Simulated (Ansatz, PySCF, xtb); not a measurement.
CH4O (SMILES CO) and CH6Si (SMILES C[SiH3]) are pulled apart as rigid monomers along the line of their centres of mass, from the B3LYP-D3(BJ)/def2-TZVP minimum. Starting geometry (charge 0, multiplicity 1):
```xyz
14

C      0.337    -0.271    -0.276
O      0.530     0.784     0.658
H     -0.214    -1.109     0.162
H      1.327    -0.621    -0.565
H     -0.186     0.071    -1.176
H     -0.331     1.108     0.943
C      1.312     0.353     3.991
Si    -0.407    -0.299     3.649
H      1.780     0.659     3.055
H      1.932    -0.415     4.458
H      1.278     1.213     4.662
H     -1.261     0.743     3.018
H     -1.081    -0.713     4.906
H     -0.376    -1.473     2.743
```

Interaction energies with rigid monomers; basis-set methods are counterpoise corrected unless marked otherwise.

Rows in 6-311+G**, 6-31G* carry no dispersion term and start afresh at each structure (6-31G* with six Cartesian d functions).

Run with Ansatz (a quantum-chemistry and plane-wave program); PySCF for 6-311+G** rows, 6-31G* rows; xtb for the GFN methods. 

| O2···Si8 (Å) | GFN2-xTB (kcal/mol) | B3LYP/6-311+G** (no counterpoise) (kcal/mol) | B3LYP/def2-TZVPPD (kcal/mol) | M06-2X/6-31G* (no counterpoise) (kcal/mol) | wB97M-V/def2-TZVPPD (kcal/mol) |
|---|---|---|---|---|---|
| 3.00 | -0.94 | 0.99 | 1.37 | -4.25 | -1.80 |
| 3.32 | -2.32 | -0.85 | -0.57 | -4.78 | (withheld) |
| 3.79 | -1.91 | -0.99 | -0.79 | -3.35 | -2.10 |
| 4.59 | -0.93 | -0.51 | -0.36 | (withheld) | -0.92 |
| 5.89 | -0.31 | -0.19 | -0.15 | -0.19 | -0.28 |

### Question
What belongs in the gaps?

### Answer

- 4.59, M06-2X/6-31G* (no counterpoise) (kcal/mol): -1.29
- 3.32, wB97M-V/def2-TZVPPD (kcal/mol): -2.84
